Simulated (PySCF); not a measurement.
A structure optimised at PBE-D3(BJ)/def2-SVP, used in a PySCF frequency run:

```
C
O 1 1.4227
H 2 0.9743 1 106.53
H 1 1.1252 2 110.70 3 -88.78
C 1 1.5410 4 108.26 2 123.10
H 5 1.1091 1 114.88 4 -41.12
H 5 1.1110 6 107.72 1 119.52
C 5 1.5359 6 112.70 7 121.96
H 8 1.1089 5 113.68 6 -82.43
H 8 1.1133 9 107.70 5 -124.25
O 8 1.4462 9 108.74 10 -117.41
B 11 1.3754 8 108.61 9 -143.01
O 12 1.3640 11 123.23 8 178.66
H 13 0.9756 12 111.94 11 -1.03
```
Charge 0, spin multiplicity 1.

Task: Write its SMILES and formula.

Result: OB1OCC[C@H]1O, C3H7BO3

Task: What are its rotational constants (standard atomic weights)?

Result: 3.2475, 3.0269, 1.6561 GHz
